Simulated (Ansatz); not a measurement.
Consider the formal exchange of groups at the In–F bond: `[F][In]([F])[SiH3]` + ethane → `[F][InH][SiH3]` + `CCF`.

Program: Ansatz. Geometries: PBE0-D4/def2-TZVP. ΔE: electronic, gas phase. CCSD(T)/CBS is the MP2 limit (def2-TZVPP, def2-QZVPP) plus CCSD(T) − MP2 in def2-TZVPP, frozen cores. This one scheme is used for every species. Functionals use def2-TZVPP. Elements past krypton have def2 core potentials. For In outer-core shells are correlated without core-valence functions, which leaves a few kJ/mol of doubt a bond.

`[F][In]([F])[SiH3]`:

Z-matrix (Å, degrees):
```
Si
In 1 2.541
H 1 1.482 2 108.7
H 1 1.483 2 107.5 3 -119.7
H 1 1.482 2 108.5 3 120.7
F 2 1.944 1 127.2 3 25.4
F 2 1.944 1 126.9 3 -155.2
```

`CC`:

Z-matrix (Å, degrees):
```
C
C 1 1.519
H 1 1.093 2 111.4
H 1 1.093 2 111.4 3 120.0
H 1 1.093 2 111.4 3 -120.0
H 2 1.093 1 111.4 3 180.0
H 2 1.093 1 111.4 3 -60.0
H 2 1.093 1 111.4 3 60.0
```

`[F][InH][SiH3]`:

Cartesian coordinates in Å:
```
F -1.556 -1.959 -0.969
In -1.366 -0.300 0.071
Si 1.089 0.422 0.062
H -2.898 0.172 0.676
H 1.530 0.634 -1.342
H 1.915 -0.651 0.676
H 1.287 1.682 0.826
```

`CCF`:

Cartesian coordinates in Å:
```
C 0.409 -0.649 0.061
C -0.390 0.610 -0.129
F -0.658 1.195 1.099
H 0.618 -1.107 -0.910
H -0.142 -1.369 0.669
H 1.360 -0.434 0.551
H -1.352 0.408 -0.611
H 0.154 1.346 -0.730
```

| level | ΔE (kJ/mol) |
| --- | --- |
| r2SCAN-D4 | 145.8 |
| r2SCANh | 144.0 |

(1) What does CCSD(T)/CBS give? (Estimate.)

Largest T1 diagnostic among the species: 0.016.

Results:

(1) Ansatz gave: +151.9 kJ/mol. The listed levels differ from it by -6.1, -7.9 kJ/mol.

From r2SCAN to r2SCAN0 (25 % exact exchange), in def2-TZVPP and without D4, ΔE moves by −4.0 kJ/mol. At CCSD(T), def2-SVP lies −7.9 kJ/mol from the extrapolated value and def2-TZVPP −9.1 kJ/mol.
